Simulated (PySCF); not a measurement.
H2AlO2, doublet, at a GFN2-xTB geometry (such geometries of metal compounds can be far from the true shape) (the spin is typed, not shown lowest); CCSD/6-31G* (PySCF).

Here is a job for PySCF.
```python
from pyscf import gto, scf, cc

mol = gto.M(
    atom='''
Al    0.003538   -0.259453   -0.046329
O     1.198065    0.358643   -1.018353
H     1.869873    0.760158   -1.556063
O    -1.202305   -0.047685    1.073878
H    -1.881945    0.125060    1.714130
''',
    basis='6-31g*',
    charge=0,
    spin=1,
    verbose=4,
    cart=True,
)

mf = scf.UHF(mol)
mf.kernel()

mycc = cc.CCSD(mf)
mycc.kernel()
print('E(CCSD) = %.10f' % mycc.e_tot)
```

What the program printed (banner, timings and long lists left out):

```
PySCF version 2.14.0

[INPUT] verbose = 4
[INPUT] num. atoms = 5
[INPUT] num. electrons = 31
[INPUT] charge = 0
[INPUT] spin (= nelec alpha-beta = 2S) = 1
[INPUT] symmetry False subgroup None
[INPUT] Mole.unit = angstrom
[INPUT] Cartesian GTO integrals (6d 10f)
[INPUT] Symbol           X                Y                Z      unit          X                Y                Z       unit  Magmom
[INPUT]  1 Al     0.003538000000  -0.259453000000  -0.046329000000 AA    0.006685851029  -0.490295112197  -0.087549121625 Bohr   0.0
[INPUT]  2 O      1.198065000000   0.358643000000  -1.018353000000 AA    2.264014729427   0.677737046492  -1.924408268129 Bohr   0.0
[INPUT]  3 H      1.869873000000   0.760158000000  -1.556063000000 AA    3.533547857719   1.436490431397  -2.940532902569 Bohr   0.0
[INPUT]  4 O     -1.202305000000  -0.047685000000   1.073878000000 AA   -2.272027168195  -0.090111590250   2.029335311196 Bohr   0.0
[INPUT]  5 H     -1.881945000000   0.125060000000   1.714130000000 AA   -3.556360631495   0.236329149138   3.239236241901 Bohr   0.0

nuclear repulsion = 93.2295053474743
number of shells = 24
number of NR pGTOs = 116
number of NR cGTOs = 53
basis = 6-31g*
ecp = {}

******** <class 'pyscf.scf.uhf.UHF'> ********
method = UHF
initial guess = minao
damping factor = 0
level_shift factor = 0
DIIS = <class 'pyscf.scf.diis.CDIIS'>
diis_start_cycle = 1
diis_space = 8
diis_damp = 0
SCF conv_tol = 1e-09
SCF conv_tol_grad = None
SCF max_cycles = 50
direct_scf = True
direct_scf_tol = 1e-13
number electrons alpha = 16  beta = 15
Set gradient conv threshold to 3.16228e-05
init E= -392.841222267982

cycle= 1 E= -392.711702095529  delta_E= 0.13  |g|= 0.514  |ddm|= 1.57
cycle= 2 E= -392.784677961624  delta_E= -0.073  |g|= 0.335  |ddm|= 0.523
cycle= 3 E= -392.82666071812  delta_E= -0.042  |g|= 0.0362  |ddm|= 0.219
cycle= 4 E= -392.829483515505  delta_E= -0.00282  |g|= 0.0141  |ddm|= 0.127
cycle= 5 E= -392.830155900775  delta_E= -0.000672  |g|= 0.00566  |ddm|= 0.0723
cycle= 6 E= -392.830262492169  delta_E= -0.000107  |g|= 0.00131  |ddm|= 0.034
cycle= 7 E= -392.83026646864  delta_E= -3.98e-06  |g|= 0.000272  |ddm|= 0.00606
cycle= 8 E= -392.830266573564  delta_E= -1.05e-07  |g|= 8.5e-05  |ddm|= 0.000674
cycle= 9 E= -392.830266586604  delta_E= -1.3e-08  |g|= 2.89e-05  |ddm|= 0.000274
cycle= 10 E= -392.830266588295  delta_E= -1.69e-09  |g|= 9.41e-06  |ddm|= 8.82e-05
cycle= 11 E= -392.830266588473  delta_E= -1.78e-10  |g|= 3.74e-06  |ddm|= 2.92e-05
Extra cycle  E= -392.830266588489  delta_E= -1.65e-11  |g|= 2.48e-06  |ddm|= 6e-06
converged SCF energy = -392.830266588489  <S^2> = 0.75320984  2S+1 = 2.0032073

******** <class 'pyscf.cc.uccsd.UCCSD'> ********
CC2 = 0
CCSD nocc = (np.int64(16), np.int64(15)), nmo = (53, 53)
max_cycle = 50
direct = 0
conv_tol = 1e-07
conv_tol_normt = 1e-06
diis_space = 6
diis_start_cycle = 0
diis_start_energy_diff = 1e+09
Init t2, MP2 energy = -0.420565056688785
Init E_corr(UCCSD) = -0.420565056693415
cycle = 1  E_corr(UCCSD) = -0.419045891183448  dE = 0.00151916551  norm(t1,t2) = 0.0866764
cycle = 2  E_corr(UCCSD) = -0.428664234031949  dE = -0.00961834285  norm(t1,t2) = 0.0270336
cycle = 3  E_corr(UCCSD) = -0.429192490765978  dE = -0.000528256734  norm(t1,t2) = 0.0182936
cycle = 4  E_corr(UCCSD) = -0.431505861433969  dE = -0.00231337067  norm(t1,t2) = 0.00928522
cycle = 5  E_corr(UCCSD) = -0.431352914993267  dE = 0.000152946441  norm(t1,t2) = 0.00241366
cycle = 6  E_corr(UCCSD) = -0.431249682347098  dE = 0.000103232646  norm(t1,t2) = 0.000969803
cycle = 7  E_corr(UCCSD) = -0.431265976969439  dE = -1.62946223e-05  norm(t1,t2) = 0.000359658
cycle = 8  E_corr(UCCSD) = -0.431276517399511  dE = -1.05404301e-05  norm(t1,t2) = 0.000129001
cycle = 9  E_corr(UCCSD) = -0.431277599070046  dE = -1.08167053e-06  norm(t1,t2) = 5.46345e-05
cycle = 10  E_corr(UCCSD) = -0.431276970695935  dE = 6.28374111e-07  norm(t1,t2) = 2.74847e-05
cycle = 11  E_corr(UCCSD) = -0.43127724153879  dE = -2.70842855e-07  norm(t1,t2) = 1.03452e-05
cycle = 12  E_corr(UCCSD) = -0.43127696009906  dE = 2.8143973e-07  norm(t1,t2) = 4.77216e-06
cycle = 13  E_corr(UCCSD) = -0.431276884059315  dE = 7.60397451e-08  norm(t1,t2) = 1.81416e-06
cycle = 14  E_corr(UCCSD) = -0.431276884934022  dE = -8.74706918e-10  norm(t1,t2) = 6.52588e-07
UCCSD converged
E(UCCSD) = -393.2615434734232  E_corr = -0.4312768849340222
E(CCSD) = -393.2615434734
```
